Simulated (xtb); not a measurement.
Harmonic IR lines of one isomer of C$_{4}$H$_{7}$ClSi, unscaled. Computed with GFN2-xTB (xtb).

wavenumber (cm⁻¹): 467 (vw), 547 (w), 573 (w), 595 (m), 772 (s), 789 (m), 798 (s), 865 (w), 910 (w), 1079 (w), 1187 (w), 1656 (w), 2253 (vs), 2269 (vs), 3077 (w), 3117 (w), 3148 (vw)

**Question.** Say which structure gives these lines.
(A) `C=C([SiH3])C(=C)Cl`
(B) `C=C(Cl)/C=C/[SiH3]`
(C) `C=C/C=C(/[SiH3])Cl`
(D) `[SiH3]/C=C/C=C\Cl`

**Answer.** A, `C=C([SiH3])C(=C)Cl`
